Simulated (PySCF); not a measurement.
Species: C2H9NSi.
Geometry (PBE0-D3(BJ)/def2-SVP, Å), atoms numbered from 1 in this order:
```
atom  x, y, z in Å
C1    -0.276    1.444    0.191
N2    -0.044    0.025    0.273
C3    -1.243   -0.773    0.275
Si4    1.486   -0.664   -0.170
H5    -0.758    1.754   -0.759
H6    -0.935    1.780    1.014
H7     0.670    1.999    0.281
H8    -1.827   -0.685   -0.665
H9    -1.002   -1.838    0.417
H10   -1.912   -0.474    1.103
H11    1.590   -2.012    0.466
H12    1.710   -0.853   -1.647
H13    2.561    0.247    0.328
```

Theory: PBE0-D3(BJ)/def2-SVP geometry optimisation, gas phase (PySCF 2.14.0).

Masses are those of the commonest isotopes; rigid-rotor values at the optimised geometry. 

Task: What are A, B and C (MHz)?

Result: Ia = 60.06, Ib = 114.60, Ic = 161.83 u·Å²; 505379 MHz·u·Å²/I gives A = 8414, B = 4410, C = 3123 MHz.

Task: What kind of rotor is it?

Result: An asymmetric top; Ray's κ = -0.513.

Task: What does the inertial defect say?

Result: Not planar: Δ = Ic − Ia − Ib = -12.83 u·Å². For a rigid frame Δ = −2 Σ m c², so Σ m c² = 6.41 u·Å² lies off the ab plane: 6.12 from hydrogen and 0.30 from heavier atoms. The atom farthest from that plane is 1.42 Å away.

Task: Give the other two planar moments, Paa and Pbb, and the rms extents of the mass along the axes.

Result: Paa = Σ m a² = (Ib + Ic − Ia)/2 = 108.18 and Pbb = Σ m b² = (Ia + Ic − Ib)/2 = 53.65 u·Å². With the mass M = 75.05 u, the rms extents √(P/M) along a, b and c are 1.20, 0.85, 0.29 Å.

Task: List the rotational levels J(Ka,Kc) to J = 5 (cm⁻¹).

Result: Above 0(0,0):
J = 1: 1(0,1) 0.2513, 1(1,1) 0.3848, 1(1,0) 0.4278
J = 2: 2(0,2) 0.7450, 2(1,2) 0.8444, 2(1,1) 0.9732, 2(2,1) 1.3739, 2(2,0) 1.3827
J = 3: 3(0,3) 1.4658, 3(1,3) 1.5288, 3(1,2) 1.7853, 3(2,2) 2.1277, 3(2,1) 2.1695, 3(3,1) 2.9078, 3(3,0) 2.9090
J = 4: 4(0,4) 2.3989, 4(1,4) 2.4333, 4(1,3) 2.8548, 4(2,3) 3.1259, 4(2,2) 3.2395, 4(3,2) 3.9276, 4(3,1) 3.9355, 4(4,1) 5.0000, 4(4,0) 5.0001
J = 5: 5(0,5) 3.5369, 5(1,5) 3.5538, 5(1,4) 4.1679, 5(2,4) 4.3627, 5(2,3) 4.5938, 5(3,3) 5.2041, 5(3,2) 5.2340, 5(4,2) 6.2758, 5(4,1) 6.2769, 5(5,1) 7.6530, 5(5,0) 7.6530
Those of J = 1 are B + C, A + C and A + B.

Task: Which lines would a microwave search look for?

Result: The dipole components are |μa| = 0.94 D, |μb| = 0.00 D, |μc| = 0.12 D. The squared components, which scale the intensities, stand as 1.00 : 0.00 : 0.02 (a : b : c). Some lines, for components of 0.1 D or more:

| type | branch | J(Ka,Kc) | MHz | lower level (cm⁻¹) |
| --- | --- | --- | --- | --- |
| a | Q | 3(2,1) ← 3(2,2) | 1253 | 2.128 |
| a | Q | 1(1,0) ← 1(1,1) | 1287 | 0.385 |
| c | Q | 2(1,2) ← 2(0,2) | 2980 | 0.745 |
| a | Q | 2(1,1) ← 2(1,2) | 3862 | 0.844 |
| c | Q | 1(1,1) ← 1(0,1) | 4004 | 0.251 |
| a | R | 1(0,1) ← 0(0,0) | 7533 | 0.000 |
| a | Q | 3(1,2) ← 3(1,3) | 7689 | 1.529 |
| c | Q | 3(2,2) ← 3(1,2) | 10266 | 1.785 |
| c | Q | 2(2,1) ← 2(1,1) | 12012 | 0.973 |
| c | R | 1(1,0) ← 0(0,0) | 12824 | 0.000 |
| a | R | 2(1,2) ← 1(1,1) | 13778 | 0.385 |
| a | R | 2(0,2) ← 1(0,1) | 14802 | 0.251 |
| a | R | 2(1,1) ← 1(1,0) | 16353 | 0.428 |
| a | R | 3(1,3) ← 2(1,2) | 20517 | 0.844 |
| a | R | 3(0,3) ← 2(0,2) | 21610 | 0.745 |
| c | R | 2(1,1) ← 1(0,1) | 21644 | 0.251 |
| c | Q | 3(3,1) ← 3(2,1) | 22136 | 2.169 |
| a | R | 3(2,2) ← 2(2,1) | 22598 | 1.374 |
| a | R | 3(2,1) ← 2(2,0) | 23587 | 1.383 |
| a | R | 3(1,2) ← 2(1,1) | 24344 | 0.973 |
| c | R | 2(2,0) ← 1(1,0) | 28628 | 0.428 |
| c | R | 3(1,2) ← 2(0,2) | 31186 | 0.745 |
| c | R | 3(2,1) ← 2(1,1) | 35863 | 0.973 |
| c | R | 3(2,2) ← 2(1,2) | 38472 | 0.844 |
| c | R | 3(3,1) ← 2(2,1) | 45987 | 1.374 |

Stationary, but not proved a minimum. These are rigid-rotor constants of the computed structure; measured ground-state constants (B0) also hold zero-point vibration. A rigid rotor knows nothing of internal rotation, which can split or shift real lines. Quadrupole hyperfine structure (14N) is left out.
